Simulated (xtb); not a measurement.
Ge(H)3(OSiH3) (GeH6OSi), SMILES [SiH3][O][GeH3]. All values are semi-empirical tight-binding results from xtb (GFN2-xTB unless named), good for trends rather than for accurate numbers. Coordinates come from a GFN2-xTB optimisation. The structure was generated by enumeration, and PubChem lists no compound with its InChIKey, so it may never have been made.

For metal compounds this method's bond lengths and energies can be far off.

Question: Estimate the properties. (Estimate from the structure and the level; the computed values follow.)

Answer: 
The orbital gap comes out as 6.14 eV, the zero-point energy is 30.6 kcal/mol and the G − E(el) at 298.15 K (modified RRHO) comes out as 11.0 kcal/mol.
